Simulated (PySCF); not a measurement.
Two-component Hartree-Fock for Pd³⁹⁺ (palladium, charge +39)

Start: [He] 2s2 2p3; 2p1/2 filled at m_j = -1/2, +1/2; 2p3/2 filled at m_j = +3/2. Calculated with PySCF 2.14 in an uncontracted even-tempered set (17 s from 18 bohr⁻², ratio 2.4; 12 p from 24 bohr⁻², ratio 2.4; 5 d from 83 bohr⁻², ratio 2.6; 4 f from 120 bohr⁻², ratio 2.6): generalised Hartree-Fock with the X2C-1e Hamiltonian and a Gaussian nucleus; one run each with spin-orbit coupling (SO) switched off, then screened by Boettger's factors.

```
spinor shell  electrons  ε, spin-free (eV)  ε, screened SO (eV)  weight of nominal j (screened SO)  rms radius, screened SO (bohr)
       1s1/2          2           -27466.4             -27457.1                              1.000                          0.0364
       2s1/2          2            -6217.6              -6214.9                              1.000                           0.143
       2p1/2          2            -5964.0              -6052.3                              0.995                           0.123
       2p3/2          1            -5964.0              -5886.6                              1.000                           0.127
```

```json
{"quantity": "E (hartree)", "spin-free": "-3331.17237", "screened SO": "-3336.47936"}
{"quantity": "M_J", "spin-free": "3/2", "screened SO": "3/2"}
{"quantity": "⟨J²⟩", "spin-free": "3.750", "screened SO": "3.750"}
{"quantity": "⟨L²⟩", "spin-free": "0.000", "screened SO": "2.261"}
{"quantity": "⟨S²⟩", "spin-free": "3.750", "screened SO": "1.639"}
```

Each row is a mean over spinors that exchange with the open shell spreads, by up to 46.671 eV (2s1/2).

Breit and QED terms are absent; they matter most for the inner s and p1/2 levels.

Densities and radii are taken from the X2C orbitals without a picture-change correction, which distorts them close to the nucleus.

Without spin-orbit coupling the j labels of p, d and f shells carry no meaning; the spin-free column gives the mean over the occupied spinors of each nl shell.
